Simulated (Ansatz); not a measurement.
Start from `B[NH][Al]([F])[SH]` and change one atom or group to get `[NH2][Al]([F])[SH]`.

Ansatz, PBE0-D4/def2-TZVP geometries, multiplicity 1. Each molecule was computed in one conformer, which needn't be the lowest.

| property | `B[NH][Al]([F])[SH]` |
| --- | --- |
| HOMO–LUMO gap (PBE/def2-TZVPP) / eV | 4.82 |
| HOMO–LUMO gap (B3LYP/def2-TZVPP) / eV | 6.52 |
| LUMO energy (ωB97M-V/def2-TZVPP) / eV | 1.18 |
| HOMO–LUMO gap (PBE0/def2-TZVPP) / eV | 7.00 |
| ideal-gas entropy at 298 K and 1 bar (rigid rotor, harmonic PBE0-D4/def2-TZVP) / J/(mol·K) | 350 |
| HOMO energy (PBE/def2-TZVPP) / eV | -6.50 |

(1) Give the same properties after the change, and the shifts. (Estimate.)

## Answers

(1) Computed: 
```json
{"property": "HOMO–LUMO gap (PBE/def2-TZVPP) / eV", "`[NH2][Al]([F])[SH]`": "5.01", "shift": "0.19"}
{"property": "HOMO–LUMO gap (B3LYP/def2-TZVPP) / eV", "`[NH2][Al]([F])[SH]`": "6.61", "shift": "0.09"}
{"property": "LUMO energy (ωB97M-V/def2-TZVPP) / eV", "`[NH2][Al]([F])[SH]`": "1.16", "shift": "-0.02"}
{"property": "HOMO–LUMO gap (PBE0/def2-TZVPP) / eV", "`[NH2][Al]([F])[SH]`": "7.17", "shift": "0.17"}
{"property": "ideal-gas entropy at 298 K and 1 bar (rigid rotor, harmonic PBE0-D4/def2-TZVP) / J/(mol·K)", "`[NH2][Al]([F])[SH]`": "330", "shift": "-20"}
{"property": "HOMO energy (PBE/def2-TZVPP) / eV", "`[NH2][Al]([F])[SH]`": "-6.24", "shift": "0.26"}
```

With PBE0 the HOMO rises by 0.14 eV and the LUMO rises by 0.31 eV, so the gap widens by about 0.17 eV. PBE moves the HOMO by 0.26 eV and ωB97M-V by 0.09 eV. The zero-point energy changes by -33.6 kJ/mol with -6 modes.

B3LYP here is the variant with VWN-RPA as its local correlation; programs differ in this.
